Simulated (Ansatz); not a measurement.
Consider the ligand exchange at a Ge–S bond: `[SH][GeH2][Cl]` + CH₃NH₂ → `C[NH][GeH2][Cl]` + H₂S.

Calculated with Ansatz (gas phase, PBE0-D4/def2-TZVP geometries, no zero-point term in ΔE). CCSD(T)/CBS is the MP2 limit (def2-TZVPP, def2-QZVPP) plus CCSD(T) − MP2 in def2-TZVPP, frozen cores. This one scheme is used for every species. For Ge outer-core shells are correlated without core-valence functions, which leaves a few kJ/mol of doubt a bond. Scalar relativity is left out up to krypton. One conformer a species, not always the lowest.

| species | CCSD(T)/CBS(def2) energy (Eh) |
| --- | --- |
| `[SH][GeH2][Cl]` | -2935.52817 |
| CH₃NH₂ | -95.75281 |
| `C[NH][GeH2][Cl]` | -2632.29815 |
| H₂S | -398.97279 |

(1) Work out ΔE.

Largest T1 diagnostic among the species: 0.010.

## Answers

(1) ΔE = (-2632.29815) + (-398.97279) − (-2935.52817) − (-95.75281) = 0.01004 Eh = +6.3 kcal/mol.

In def2-TZVPP, CCSD(T) changes the Hartree–Fock value by −1.4 kcal/mol (the triples alone add −0.0 kcal/mol) and MP2 by −1.2 kcal/mol. The D4 term adds −0.8 kcal/mol with B3LYP and −0.5 kcal/mol with PBE0; it sums over pairs of atoms, weighted by their polarisabilities, and B3LYP, whose exchange is more repulsive, gets the larger term.

B3LYP here is the variant with VWN-RPA as its local correlation; programs differ in this.
